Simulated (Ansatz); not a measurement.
Relaxation of `c1ccc(-c2ccc(-c3ccc(-c4ccc(-c5ccc(-c6ccc(-c7ccc(-c8ccc(-c9ccc(-c%10cccnc%10)nc9)nc8)nc7)nc6)nc5)nc4)nc3)nc2)nc1` with RKS PBE-D4/def2-SVP.

```sh
$ ansatz run in.yaml --threads 11 --pin off --events-out ev --progress --plain --max-ram 174080MiB --backend cuda --devices 0, --max-vram 75GiB
```

```yaml
crystal:
  periodic: [false, false, false]
  atoms:
    - {symbol: C, position_ang: [20.014970, -0.333420, 1.114170]}
    - {symbol: C, position_ang: [19.301910, -1.203490, 1.924330]}
    - {symbol: C, position_ang: [17.922680, -1.237010, 1.822550]}
    - {symbol: C, position_ang: [17.292300, -0.383610, 0.913550]}
    - {symbol: C, position_ang: [15.835190, -0.349410, 0.760070]}
    - {symbol: C, position_ang: [14.956390, -0.742600, 1.768860]}
    - {symbol: C, position_ang: [13.595540, -0.691840, 1.541970]}
    - {symbol: C, position_ang: [13.131540, -0.238130, 0.305420]}
    - {symbol: C, position_ang: [11.704700, -0.154590, -0.008790]}
    - {symbol: C, position_ang: [11.247040, 0.746440, -0.972200]}
    - {symbol: C, position_ang: [9.897810, 0.819240, -1.248040]}
    - {symbol: C, position_ang: [9.017000, -0.021610, -0.559340]}
    - {symbol: C, position_ang: [7.570250, 0.003610, -0.782140]}
    - {symbol: C, position_ang: [6.989900, 0.498600, -1.949690]}
    - {symbol: C, position_ang: [5.616180, 0.492720, -2.080570]}
    - {symbol: C, position_ang: [4.834700, -0.019630, -1.041730]}
    - {symbol: C, position_ang: [3.374010, -0.056730, -1.116610]}
    - {symbol: C, position_ang: [2.679670, -0.052360, -2.326260]}
    - {symbol: C, position_ang: [1.300180, -0.077080, -2.317560]}
    - {symbol: C, position_ang: [0.627990, -0.120940, -1.093500]}
    - {symbol: C, position_ang: [-0.832510, -0.159260, -1.016360]}
    - {symbol: C, position_ang: [-1.631690, -0.626600, -2.059830]}
    - {symbol: C, position_ang: [-3.005090, -0.615830, -1.922940]}
    - {symbol: C, position_ang: [-3.564760, -0.142780, -0.733850]}
    - {symbol: C, position_ang: [-5.010790, -0.103270, -0.507060]}
    - {symbol: C, position_ang: [-5.513570, -0.071760, 0.795940]}
    - {symbol: C, position_ang: [-6.876400, -0.030690, 1.001080]}
    - {symbol: C, position_ang: [-7.728890, -0.013240, -0.107280]}
    - {symbol: C, position_ang: [-9.186970, 0.039320, 0.021330]}
    - {symbol: C, position_ang: [-10.007990, -0.390840, -1.023980]}
    - {symbol: C, position_ang: [-11.379040, -0.328140, -0.886160]}
    - {symbol: C, position_ang: [-11.918850, 0.170770, 0.302970]}
    - {symbol: C, position_ang: [-13.361230, 0.274420, 0.535710]}
    - {symbol: C, position_ang: [-13.865090, 0.319420, 1.837950]}
    - {symbol: C, position_ang: [-15.225150, 0.432070, 2.039760]}
    - {symbol: C, position_ang: [-16.070600, 0.508700, 0.928990]}
    - {symbol: C, position_ang: [-17.525930, 0.637620, 1.053900]}
    - {symbol: C, position_ang: [-18.359280, 0.231570, 0.009980]}
    - {symbol: C, position_ang: [-19.728670, 0.354040, 0.151310]}
    - {symbol: C, position_ang: [-20.223660, 0.877240, 1.337440]}
    - {symbol: N, position_ang: [-19.446820, 1.292030, 2.323620]}
    - {symbol: C, position_ang: [-18.140070, 1.183260, 2.183100]}
    - {symbol: N, position_ang: [-15.590330, 0.465720, -0.314360]}
    - {symbol: C, position_ang: [-14.293500, 0.357870, -0.501060]}
    - {symbol: N, position_ang: [-11.135540, 0.583840, 1.300620]}
    - {symbol: C, position_ang: [-9.830020, 0.526580, 1.162250]}
    - {symbol: N, position_ang: [-7.249500, -0.044780, -1.352080]}
    - {symbol: C, position_ang: [-5.949230, -0.083000, -1.541990]}
    - {symbol: N, position_ang: [-2.799590, 0.282090, 0.274600]}
    - {symbol: C, position_ang: [-1.494180, 0.275290, 0.137790]}
    - {symbol: N, position_ang: [1.290620, -0.119030, 0.064860]}
    - {symbol: C, position_ang: [2.603060, -0.090870, 0.051800]}
    - {symbol: N, position_ang: [5.387940, -0.487480, 0.078930]}
    - {symbol: C, position_ang: [6.694980, -0.478670, 0.198960]}
    - {symbol: N, position_ang: [9.456500, -0.889160, 0.353500]}
    - {symbol: C, position_ang: [10.742890, -0.954610, 0.612740]}
    - {symbol: N, position_ang: [13.970580, 0.168590, -0.649400]}
    - {symbol: C, position_ang: [15.263910, 0.112510, -0.430620]}
    - {symbol: N, position_ang: [17.986470, 0.435250, 0.123980]}
    - {symbol: C, position_ang: [19.299770, 0.454750, 0.223270]}
    - {symbol: H, position_ang: [21.091020, -0.273160, 1.167310]}
    - {symbol: H, position_ang: [19.812300, -1.849570, 2.624780]}
    - {symbol: H, position_ang: [17.346260, -1.923670, 2.423380]}
    - {symbol: H, position_ang: [15.328510, -1.059900, 2.732330]}
    - {symbol: H, position_ang: [12.902330, -0.968840, 2.320500]}
    - {symbol: H, position_ang: [11.961840, 1.376110, -1.480020]}
    - {symbol: H, position_ang: [9.530550, 1.532160, -1.969880]}
    - {symbol: H, position_ang: [7.601870, 0.868440, -2.759350]}
    - {symbol: H, position_ang: [5.156220, 0.890140, -2.971820]}
    - {symbol: H, position_ang: [3.207550, -0.050630, -3.269040]}
    - {symbol: H, position_ang: [0.752700, -0.054080, -3.247040]}
    - {symbol: H, position_ang: [-1.186350, -1.020950, -2.961730]}
    - {symbol: H, position_ang: [-3.632740, -0.995420, -2.713620]}
    - {symbol: H, position_ang: [-4.819150, -0.086290, 1.621860]}
    - {symbol: H, position_ang: [-7.275740, -0.032920, 2.002870]}
    - {symbol: H, position_ang: [-9.551440, -0.772600, -1.924380]}
    - {symbol: H, position_ang: [-12.023330, -0.679310, -1.676640]}
    - {symbol: H, position_ang: [-13.175590, 0.260800, 2.666480]}
    - {symbol: H, position_ang: [-15.630200, 0.441190, 3.039560]}
    - {symbol: H, position_ang: [-17.914170, -0.172970, -0.886150]}
    - {symbol: H, position_ang: [-20.400500, 0.048190, -0.635760]}
    - {symbol: H, position_ang: [-21.287220, 0.978280, 1.508490]}
    - {symbol: H, position_ang: [-17.557640, 1.570070, 3.009270]}
    - {symbol: H, position_ang: [-13.983560, 0.359390, -1.538180]}
    - {symbol: H, position_ang: [-9.268650, 0.910650, 2.004210]}
    - {symbol: H, position_ang: [-5.643160, -0.078070, -2.580630]}
    - {symbol: H, position_ang: [-0.919630, 0.634340, 0.980600]}
    - {symbol: H, position_ang: [3.093230, -0.094120, 1.015600]}
    - {symbol: H, position_ang: [7.094670, -0.874030, 1.122430]}
    - {symbol: H, position_ang: [11.022130, -1.703880, 1.342420]}
    - {symbol: H, position_ang: [15.902390, 0.449120, -1.235940]}
    - {symbol: H, position_ang: [19.803750, 1.140430, -0.445800]}
basis:
  gaussian: {orbitals: def2-SVP, fitting: {mean_field: def2-universal-jkfit}}
hamiltonian: {xc: pbe, dispersion: d4}
scf: {lower_state_search: "off"}
output: {orbitals: {seedname: orbitals}}
relax: {f_tol: 0.03, max_steps: 70}
```

It took 53 s on 11 threads of AMD EPYC 7R13 on a shared host and a whole NVIDIA H100 80GB HBM3, peak host memory 1.5 GiB.

Positions (Å) and forces (eV/Å) at steps 1, 2 of 13:

```xyz
92
step=1 energy=-67144.0157 eV
C    20.015   -0.333    1.114    0.143   -0.035    0.059
C    19.302   -1.203    1.924    0.076   -0.064    0.108
C    17.923   -1.237    1.823   -0.058   -0.035    0.084
C    17.292   -0.384    0.914   -0.358   -0.095    0.059
C    15.835   -0.349    0.760    0.252   -0.077    0.163
C    14.956   -0.743    1.769    0.055   -0.068   -0.047
C    13.596   -0.692    1.542   -0.068   -0.072    0.053
C    13.132   -0.238    0.305   -0.368   -0.055    0.028
C    11.705   -0.155   -0.009    0.250    0.037    0.081
C    11.247    0.746   -0.972   -0.009   -0.025   -0.047
C     9.898    0.819   -1.248   -0.018   -0.008   -0.055
C     9.017   -0.022   -0.559   -0.324    0.069   -0.130
C     7.570    0.004   -0.782    0.289    0.068   -0.089
C     6.990    0.499   -1.950    0.032    0.017    0.028
C     5.616    0.493   -2.081   -0.051    0.007   -0.091
C     4.835   -0.020   -1.042   -0.332    0.045   -0.141
C     3.374   -0.057   -1.117    0.280    0.008   -0.137
C     2.680   -0.052   -2.326    0.023    0.026    0.012
C     1.300   -0.077   -2.318   -0.051   -0.031   -0.082
C     0.628   -0.121   -1.093   -0.340   -0.014   -0.123
C    -0.833   -0.159   -1.016    0.270   -0.031   -0.163
C    -1.632   -0.627   -2.060    0.022    0.074   -0.012
C    -3.005   -0.616   -1.923   -0.071    0.006   -0.084
C    -3.565   -0.143   -0.734   -0.360   -0.006   -0.069
C    -5.011   -0.103   -0.507    0.256   -0.041    0.003
C    -5.514   -0.072    0.796   -0.009    0.035    0.008
C    -6.876   -0.031    1.001   -0.023    0.038    0.025
C    -7.729   -0.013   -0.107   -0.329    0.058    0.124
C    -9.187    0.039    0.021    0.254   -0.064   -0.024
C   -10.008   -0.391   -1.024    0.001    0.030   -0.025
C   -11.379   -0.328   -0.886   -0.026    0.020   -0.038
C   -11.919    0.171    0.303   -0.353    0.032   -0.040
C   -13.361    0.274    0.536    0.257   -0.059   -0.020
C   -13.865    0.319    1.838    0.001    0.035    0.002
C   -15.225    0.432    2.040   -0.004    0.036    0.031
C   -16.071    0.509    0.929   -0.333    0.080    0.121
C   -17.526    0.638    1.054    0.274   -0.074   -0.008
C   -18.359    0.232    0.010   -0.006   -0.004   -0.040
C   -19.729    0.354    0.151   -0.024   -0.044   -0.100
C   -20.224    0.877    1.337   -0.217   -0.001   -0.083
N   -19.447    1.292    2.324   -0.500    0.459    0.964
C   -18.140    1.183    2.183    0.194   -0.092    0.014
N   -15.590    0.466   -0.314   -0.730    0.028   -0.665
C   -14.293    0.358   -0.501    0.196   -0.106   -0.057
N   -11.136    0.584    1.301   -0.552    0.289    0.782
C    -9.830    0.527    1.162    0.224   -0.078    0.034
N    -7.250   -0.045   -1.352   -0.742   -0.018   -0.659
C    -5.949   -0.083   -1.542    0.204   -0.087   -0.058
N    -2.800    0.282    0.275   -0.595    0.250    0.746
C    -1.494    0.275    0.138    0.283   -0.016    0.077
N     1.291   -0.119    0.065   -0.679    0.031    0.749
C     2.603   -0.091    0.052    0.285   -0.026    0.089
N     5.388   -0.487    0.079   -0.740   -0.261    0.638
C     6.695   -0.479    0.199    0.280   -0.057    0.098
N     9.457   -0.889    0.353   -0.762   -0.510    0.408
C    10.743   -0.955    0.613    0.200    0.026    0.109
N    13.971    0.169   -0.649   -0.536    0.318   -0.777
C    15.264    0.113   -0.431    0.274    0.061   -0.028
N    17.986    0.435    0.124   -0.568    0.520   -0.633
C    19.300    0.455    0.223    0.283    0.107   -0.088
H    21.091   -0.273    1.167    0.753    0.051    0.016
H    19.812   -1.850    2.625    0.342   -0.433    0.452
H    17.346   -1.924    2.423   -0.383   -0.462    0.413
H    15.329   -1.060    2.732    0.255   -0.216    0.632
H    12.902   -0.969    2.321   -0.472   -0.188    0.541
H    11.962    1.376   -1.480    0.510    0.394   -0.328
H     9.531    1.532   -1.970   -0.251    0.489   -0.489
H     7.602    0.868   -2.759    0.425    0.265   -0.520
H     5.156    0.890   -2.972   -0.310    0.267   -0.612
H     3.208   -0.051   -3.269    0.369    0.028   -0.607
H     0.753   -0.054   -3.247   -0.369    0.007   -0.629
H    -1.186   -1.021   -2.962    0.300   -0.254   -0.593
H    -3.633   -0.995   -2.714   -0.430   -0.272   -0.544
H    -4.819   -0.086    1.622    0.502    0.008    0.533
H    -7.276   -0.033    2.003   -0.272   -0.001    0.699
H    -9.551   -0.773   -1.924    0.354   -0.229   -0.595
H   -12.023   -0.679   -1.677   -0.438   -0.251   -0.555
H   -13.176    0.261    2.666    0.491   -0.024    0.527
H   -15.630    0.441    3.040   -0.270    0.004    0.688
H   -17.914   -0.173   -0.886    0.346   -0.247   -0.604
H   -20.401    0.048   -0.636   -0.479   -0.235   -0.562
H   -21.287    0.978    1.508   -0.854    0.021    0.010
H   -17.558    1.570    3.009    0.580    0.249    0.554
H   -13.984    0.359   -1.538    0.391   -0.016   -0.734
H    -9.269    0.911    2.004    0.563    0.248    0.557
H    -5.643   -0.078   -2.581    0.383   -0.003   -0.724
H    -0.920    0.634    0.981    0.552    0.219    0.536
H     3.093   -0.094    1.016    0.501    0.001    0.629
H     7.095   -0.874    1.122    0.439   -0.257    0.624
H    11.022   -1.704    1.342    0.361   -0.519    0.540
H    15.902    0.449   -1.236    0.591    0.219   -0.482
H    19.804    1.140   -0.446    0.505    0.483   -0.456
92
step=2 energy=-67144.7516 eV
C    20.148   -0.338    1.135    0.050   -0.018    0.025
C    19.425   -1.207    1.956    0.025   -0.038    0.024
C    18.034   -1.237    1.853    0.007   -0.006    0.042
C    17.401   -0.382    0.929   -0.052   -0.042    0.046
C    15.934   -0.352    0.774    0.083   -0.028    0.045
C    15.045   -0.771    1.779    0.007   -0.013   -0.007
C    13.673   -0.712    1.552    0.015   -0.053    0.027
C    13.207   -0.237    0.311   -0.071   -0.016    0.043
C    11.771   -0.148    0.000    0.094   -0.005   -0.001
C    11.313    0.740   -0.990   -0.019    0.013   -0.057
C     9.954    0.812   -1.269    0.032   -0.006   -0.023
C     9.064   -0.022   -0.562   -0.043    0.052   -0.040
C     7.612    0.009   -0.793    0.096    0.011   -0.034
C     7.032    0.510   -1.970   -0.002    0.020   -0.012
C     5.648    0.498   -2.111    0.018    0.013   -0.041
C     4.858   -0.015   -1.065   -0.044    0.029   -0.069
C     3.391   -0.053   -1.147    0.086   -0.006   -0.051
C     2.692   -0.044   -2.365   -0.008    0.016   -0.020
C     1.302   -0.081   -2.357    0.010   -0.011   -0.043
C     0.627   -0.128   -1.122   -0.058    0.006   -0.078
C    -0.841   -0.166   -1.044    0.079   -0.022   -0.046
C    -1.652   -0.618   -2.098   -0.015    0.012   -0.014
C    -3.035   -0.616   -1.948    0.003    0.014   -0.054
C    -3.589   -0.154   -0.739   -0.072   -0.023   -0.044
C    -5.041   -0.117   -0.507    0.088    0.002    0.009
C    -5.546   -0.061    0.804   -0.029    0.036    0.057
C    -6.918   -0.019    1.010    0.021    0.036    0.010
C    -7.777   -0.016   -0.108   -0.057   -0.024    0.059
C    -9.241    0.032    0.029    0.084    0.008   -0.012
C   -10.069   -0.378   -1.031   -0.053    0.012   -0.064
C   -11.450   -0.316   -0.887    0.011    0.027   -0.029
C   -11.990    0.176    0.318   -0.069   -0.037   -0.020
C   -13.442    0.277    0.548    0.087    0.004   -0.012
C   -13.950    0.346    1.857   -0.035    0.042    0.054
C   -15.321    0.457    2.056    0.015    0.033    0.008
C   -16.174    0.517    0.935   -0.056   -0.021    0.054
C   -17.639    0.638    1.067    0.088    0.002   -0.009
C   -18.479    0.240    0.012   -0.042    0.008   -0.066
C   -19.860    0.359    0.157   -0.014   -0.005   -0.026
C   -20.361    0.885    1.355   -0.017   -0.038    0.001
N   -19.577    1.292    2.357   -0.157    0.149    0.340
C   -18.257    1.174    2.214   -0.019   -0.017   -0.020
N   -15.689    0.450   -0.318   -0.229   -0.017   -0.243
C   -14.378    0.336   -0.502   -0.019   -0.018    0.002
N   -11.199    0.572    1.332   -0.160    0.080    0.291
C    -9.881    0.504    1.191   -0.007   -0.020    0.009
N    -7.296   -0.069   -1.364   -0.233   -0.032   -0.250
C    -5.984   -0.116   -1.554   -0.009   -0.018    0.000
N    -2.813    0.259    0.281   -0.176    0.062    0.274
C    -1.495    0.249    0.135    0.025   -0.002    0.045
N     1.294   -0.120    0.047   -0.199    0.006    0.274
C     2.619   -0.094    0.033    0.015    0.000    0.047
N     5.410   -0.478    0.073   -0.235   -0.094    0.231
C     6.730   -0.474    0.197    0.016   -0.018    0.038
N     9.502   -0.881    0.377   -0.239   -0.175    0.175
C    10.801   -0.941    0.644    0.003    0.029    0.020
N    14.054    0.187   -0.645   -0.145    0.135   -0.260
C    15.361    0.132   -0.420    0.021    0.040   -0.017
N    18.105    0.439    0.129   -0.168    0.177   -0.229
C    19.432    0.457    0.231    0.050    0.013   -0.020
H    21.240   -0.284    1.185    0.204    0.017    0.003
H    19.939   -1.866    2.664    0.094   -0.104    0.127
H    17.447   -1.928    2.465   -0.087   -0.118    0.110
H    15.421   -1.109    2.750    0.066   -0.066    0.159
H    12.970   -1.001    2.338   -0.105   -0.056    0.140
H    12.042    1.362   -1.518    0.149    0.085   -0.072
H     9.583    1.526   -2.011   -0.057    0.114   -0.131
H     7.656    0.895   -2.783    0.114    0.057   -0.133
H     5.185    0.897   -3.019   -0.075    0.070   -0.158
H     3.229   -0.023   -3.319    0.100    0.001   -0.152
H     0.746   -0.060   -3.299   -0.094    0.004   -0.163
H    -1.206   -1.004   -3.020    0.076   -0.053   -0.158
H    -3.676   -0.996   -2.748   -0.103   -0.066   -0.140
H    -4.838   -0.052    1.639    0.142   -0.001    0.113
H    -7.323   -0.006    2.026   -0.063    0.006    0.173
H    -9.605   -0.743   -1.952    0.108   -0.052   -0.132
H   -12.105   -0.661   -1.693   -0.107   -0.058   -0.144
H   -13.249    0.310    2.696    0.132   -0.006    0.116
H   -15.732    0.480    3.070   -0.066    0.009    0.177
H   -18.023   -0.150   -0.903    0.100   -0.066   -0.139
H   -20.540    0.048   -0.642   -0.131   -0.054   -0.151
H   -21.443    0.982    1.519   -0.225    0.011   -0.025
H   -17.652    1.554    3.049    0.153    0.040    0.130
H   -14.049    0.320   -1.550    0.111   -0.021   -0.164
H    -9.296    0.875    2.044    0.151    0.037    0.123
H    -5.659   -0.125   -2.604    0.114   -0.015   -0.162
H    -0.895    0.590    0.988    0.167    0.030    0.100
H     3.129   -0.097    1.005    0.160   -0.008    0.132
H     7.144   -0.869    1.133    0.146   -0.060    0.140
H    11.094   -1.686    1.397    0.110   -0.108    0.135
H    16.019    0.489   -1.223    0.181    0.054   -0.091
H    19.955    1.146   -0.447    0.152    0.114   -0.104
```

Single mean-field runs in def2-SVP are fitted with def2-universal-jkfit.
